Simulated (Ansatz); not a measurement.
Mn(SH)2 (MnH₂S₂), relaxed as a sextet with UKS PBE-D4/def2-TZVP in Ansatz, starting from the GFN2-xTB geometry. Force threshold 0.02 eV/Å.

Start:

```xyz
5

Mn   -0.5068   -0.6018    0.2046
S     1.6645   -0.7531    0.2676
H     1.1294   -1.9543    0.6609
S    -1.5824    1.1840   -0.4073
H    -0.7047    2.1252   -0.7257
```

Problem. Estimate the energy that the relaxation releases and the steps that it takes.

Solution. 62.2 kJ/mol, in 15 steps; 22 s on 2 threads of Intel Xeon 6975P-C on a shared host. The force fell under the threshold at step 14, but the optimiser went on. No frequencies were taken in this run, so the end may be a saddle point.

Problem. Does the start keep its bonding and symmetry?

Solution. By distances, no bond broke or formed. The bond that changes most is Mn1–S4, from 2.17 to 2.25 Å (atoms count from 1). A close non-bonded pair moves further: Mn1–H3, from 2.17 to 2.71 Å. Point group Cs at the start, C2 at the end, both within 0.05 Å.

Problem. Predict the relaxed structure.

Solution. 
```xyz
5

Mn   -0.052    0.107    0.422
S     1.705   -1.216    0.911
H     1.276   -2.229    0.114
S    -1.793    1.398   -0.195
H    -1.136    1.941   -1.252
```
Bond lengths: 2 × Mn–S 2.25 Å; 2 × H–S 1.36 Å.
